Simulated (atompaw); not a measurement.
# Scattering properties, PAW (atompaw) potential for N (Z = 7)

* Element: N (Z = 7)
* Generator: atompaw 4.2.0.5
* Type: PAW
* Functional: PBE
* Relativity: non-relativistic
* Frozen core: [He]
* Valence charge: 5
* Reference configuration: 2s2 2p3
* Partial waves: 2s (bound): rc 1.60 bohr; 2s channel at -1 Ry: rc 1.60 bohr; 2p (bound): rc 1.60 bohr; 2p channel at 3.3 Ry: rc 1.60 bohr
* Local potential: troulliermartins scheme with l = 2 at 0 Ry, radius 1.40 bohr
* Core correction: smooth core density matched at 1.05 bohr
* Augmentation charge: besselshape compensation charge, radius 1.55 bohr; PAW radius 1.60 bohr; waves and projectors: custom polynom gramschmidtortho

The phase is arctan(r·u′/u) with u = r·R(r), unwrapped; energies in Ry, scanned from -3 to 5 Ry. A pole is an energy at which the radial function vanishes at the test radius. The pseudo phase is shifted by a multiple of π to meet the all-electron one at the reference energy, and phase errors are pseudo minus all-electron; the curves can meet again beyond the range given. Levels narrower than the energy grid can be missing from the lists of poles.

```csv
channel,radius (bohr),reference energy (Ry),"poles, all-electron","poles, pseudo",unbroken range about the reference energy with phases within 0.05 rad,phase error 1 Ry above the reference energy (rad)
s,1.60,-1.36,0.56,0.56,the whole range,+0.000
p,1.60,-0.52,1.12,1.12,the whole range,+0.000
```

Phases in the p channel:

| E (Ry) | all-electron | pseudo |
| --- | --- | --- |
| -3.00 | 1.134 | 1.134 |
| -2.52 | 1.065 | 1.066 |
| -2.04 | 0.956 | 0.956 |
| -1.56 | 0.752 | 0.752 |
| -1.08 | 0.299 | 0.300 |
| -0.60 | -0.525 | -0.525 |
| -0.12 | -1.113 | -1.113 |
| 0.36 | -1.377 | -1.377 |
| 0.84 | -1.516 | -1.516 |
| 1.32 | -1.604 | -1.604 |
| 1.80 | -1.671 | -1.671 |
| 2.28 | -1.727 | -1.727 |
| 2.76 | -1.781 | -1.781 |
| 3.24 | -1.837 | -1.837 |
| 3.72 | -1.902 | -1.902 |
| 4.20 | -1.982 | -1.982 |
| 4.68 | -2.091 | -2.089 |
